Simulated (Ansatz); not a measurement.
C$_{2}$H$_{2}$ClOSi, SMILES `[C]#C[SiH](O)Cl` radical at its PBE0-D4/def2-TZVP geometry, where that method's forces vanish. The species carries charge 0 and has multiplicity 2.

| atom | x (Å) | y (Å) | z (Å) |
| --- | --- | --- | --- |
| C1 | -0.612 | 0.632 | 2.495 |
| C2 | -0.453 | 0.251 | 1.355 |
| Si3 | -0.176 | -0.349 | -0.344 |
| O4 | 1.379 | -0.175 | -0.782 |
| Cl5 | -1.425 | 0.729 | -1.552 |
| H6 | -0.499 | -1.778 | -0.462 |
| H7 | 1.787 | 0.690 | -0.709 |

**Question.** For each bond, give half the difference of the two atoms' forces along it (eV/Å; positive pushes the atoms apart) under PBE-D4, r2SCAN-D4, B3LYP-D4, ωB97M-V in def2-TZVPP. (Best estimate.)

**Answer.** Computed: 
```json
{"bond": "C1–C2", "length (Å)": "1.212", "PBE-D4": "1.23", "r2SCAN-D4": "0.47", "B3LYP-D4": "0.00", "ωB97M-V": "-0.32"}
{"bond": "C2–Si3", "length (Å)": "1.823", "PBE-D4": "-0.69", "r2SCAN-D4": "-0.29", "B3LYP-D4": "0.00", "ωB97M-V": "0.25"}
{"bond": "Si3–O4", "length (Å)": "1.625", "PBE-D4": "0.34", "r2SCAN-D4": "0.06", "B3LYP-D4": "0.12", "ωB97M-V": "0.10"}
{"bond": "Si3–Cl5", "length (Å)": "2.045", "PBE-D4": "0.14", "r2SCAN-D4": "0.06", "B3LYP-D4": "0.20", "ωB97M-V": "0.04"}
{"bond": "Si3–H6", "length (Å)": "1.469", "PBE-D4": "0.06", "r2SCAN-D4": "-0.03", "B3LYP-D4": "-0.17", "ωB97M-V": "-0.25"}
{"bond": "O4–H7", "length (Å)": "0.959", "PBE-D4": "0.33", "r2SCAN-D4": "0.02", "B3LYP-D4": "-0.02", "ωB97M-V": "-0.06"}
```

B3LYP here is the variant with VWN-RPA as its local correlation; programs differ in this.
